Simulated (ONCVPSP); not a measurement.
## u(r) = r·R(r): atom against pseudo-atom (Os (Z = 76))

Columns: radius, all-electron u(r) and pseudo u(r) of the 5p shell (level -48.87 eV) of osmium in the configuration [Kr] 4d10 4f14 5s2 5p6 5d7 6s1; LDA (Perdew-Wang 92), scalar-relativistic, ONCV scheme, ONCVPSP 4.0.1.

```json
{"r (bohr)": "0.093", "all-electron": "0.1617", "pseudo": "0.0228"}
{"r (bohr)": "0.185", "all-electron": "0.2416", "pseudo": "0.0877"}
{"r (bohr)": "0.278", "all-electron": "-0.3569", "pseudo": "0.1899"}
{"r (bohr)": "0.370", "all-electron": "-0.5692", "pseudo": "0.3172"}
{"r (bohr)": "0.463", "all-electron": "-0.3565", "pseudo": "0.4603"}
{"r (bohr)": "0.555", "all-electron": "0.0311", "pseudo": "0.6037"}
{"r (bohr)": "0.648", "all-electron": "0.4214", "pseudo": "0.7381"}
{"r (bohr)": "0.740", "all-electron": "0.7258", "pseudo": "0.8506"}
{"r (bohr)": "0.833", "all-electron": "0.9308", "pseudo": "0.9362"}
{"r (bohr)": "0.925", "all-electron": "1.0411", "pseudo": "0.9893"}
{"r (bohr)": "1.018", "all-electron": "1.0784", "pseudo": "1.0100"}
{"r (bohr)": "1.110", "all-electron": "1.0625", "pseudo": "1.0002"}
{"r (bohr)": "1.203", "all-electron": "1.0110", "pseudo": "0.9641"}
{"r (bohr)": "1.295", "all-electron": "0.9390", "pseudo": "0.9084"}
{"r (bohr)": "1.388", "all-electron": "0.8554", "pseudo": "0.8381"}
{"r (bohr)": "1.480", "all-electron": "0.7692", "pseudo": "0.7608"}
{"r (bohr)": "1.573", "all-electron": "0.6832", "pseudo": "0.6801"}
{"r (bohr)": "1.665", "all-electron": "0.6025", "pseudo": "0.6017"}
{"r (bohr)": "1.758", "all-electron": "0.5269", "pseudo": "0.5268"}
{"r (bohr)": "1.850", "all-electron": "0.4588", "pseudo": "0.4588"}
{"r (bohr)": "1.943", "all-electron": "0.3972", "pseudo": "0.3972"}
{"r (bohr)": "2.035", "all-electron": "0.3430", "pseudo": "0.3430"}
{"r (bohr)": "2.128", "all-electron": "0.2948", "pseudo": "0.2948"}
{"r (bohr)": "2.220", "all-electron": "0.2531", "pseudo": "0.2531"}
{"r (bohr)": "2.313", "all-electron": "0.2165", "pseudo": "0.2165"}
{"r (bohr)": "2.405", "all-electron": "0.1851", "pseudo": "0.1851"}
```

(1) How many radial nodes do the two functions have?

(2) At about which radius was the pseudo-wave matched?

(3) Is the pseudo-wave norm-conserving?

Results:

(1) The all-electron 5p function has n − l − 1 = 3 (the table is too coarse to show those close to the nucleus); the pseudo-wave has 0, since the states of the same l below it are removed with the core.

(2) 1.85 bohr, where the columns begin to agree (steps of 0.09 bohr).

(3) Yes: the ONCV scheme keeps the norm inside the radius equal to the all-electron one, which fixes the energy derivative of the logarithmic derivative at the level.
